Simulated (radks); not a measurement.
Excited configurations of Ru: one electron is placed in a higher orbital outside [Kr] 4d7. The ground configuration is [Kr] 4d7 5s1. All-electron calculation, Dirac Kohn-Sham, PBE, spin-unpolarised, spherical densities, finite nucleus; open shells are shared between the two j in proportion to 2j + 1; Fermi nuclear charge, rms radius 4.4809 fm. Program: a radial shooting solver on a logarithmic mesh with Libxc functionals. Excitation = E - E(ground); binding = E(ion) - E, where the ion is the core of charge +1; n* = 1/sqrt(2 binding) in atomic units, and the quantum defect is n - n*. Eigenvalue and <r> are those of j = l + 1/2.

outer orbital  excitation (eV)  binding (eV)     n*  quantum defect  eigenvalue (eV)  <r> (bohr)
4f                       6.383         0.911  3.865           0.135           -0.435       17.36
5p                       3.458         3.835  1.884           3.116           -1.682       4.973
5d                       5.732         1.561  2.952           2.048           -0.719       10.53
5f                       6.665         0.629  4.652           0.348           -0.366       29.40
7p                       6.291         1.002  3.685           3.315           -0.618       21.07
7d                       6.638         0.656  4.555           2.445           -0.406       31.46

The Delta-SCF ionisation energy is 7.294 eV (NIST Atomic Spectra Database: 7.361 eV, measured). Self-interaction in the functional shifts the binding energies and quantum defects, so they are the method's values and not measured ones. Spin polarisation and multiplet splitting are left out, so open shells lie too high by an amount that depends on their filling. Sharing an open shell by 2j + 1 raises it above the true ground level by a part of the spin-orbit splitting, which enters the differences from NIST.

Beside tabulated values, note that spin-unpolarised runs miss the spin-polarisation part of the exchange energy of open shells.
